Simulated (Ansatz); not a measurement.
CH8B2Si, relaxed with RKS PBE0-D4/def2-TZVP in the Gaussian-basis code of Ansatz from a PBE-D4/def2-SVP geometry. The force threshold is 0.005 eV/Å; the program also tests the step.

The species carries charge 0 and has multiplicity 1. The bonds changed during the relaxation, so this is another structure than the one it started from.

Start:

```xyz
12

B    -1.418    0.382    0.444
B     0.089    0.454    0.832
C     1.606    0.443    1.025
Si   -0.652   -0.669   -1.236
H    -1.922    1.369   -0.079
H    -2.144   -0.452    0.968
H     2.013   -0.586    0.916
H     2.076    1.063    0.228
H     1.910    0.851    2.011
H     0.298    0.100   -2.124
H    -1.880   -0.971   -2.055
H     0.024   -1.985   -0.930
```

```csv
step,energy (eV),largest force (eV/Å),largest move (Å)
1,-10390.6114,0.440,0.000
2,-10390.6475,0.125,0.026
3,-10390.6508,0.034,0.015
4,-10390.6509,0.013,0.004
5,-10390.6510,0.018,0.009
6,-10390.6510,0.017,0.005
7,-10390.6511,0.002,0.006
```

End:

```xyz
12

B    -1.414    0.388    0.449
B     0.079    0.453    0.820
C     1.588    0.434    1.009
Si   -0.633   -0.657   -1.222
H    -1.914    1.344   -0.085
H    -2.116   -0.452    0.950
H     1.978   -0.586    0.916
H     2.058    1.029    0.217
H     1.891    0.843    1.975
H     0.298    0.111   -2.100
H    -1.857   -0.955   -2.013
H     0.041   -1.952   -0.916
```

Run time 10 s (4 threads of a server CPU on a shared host); peak host memory 0.43 GiB.
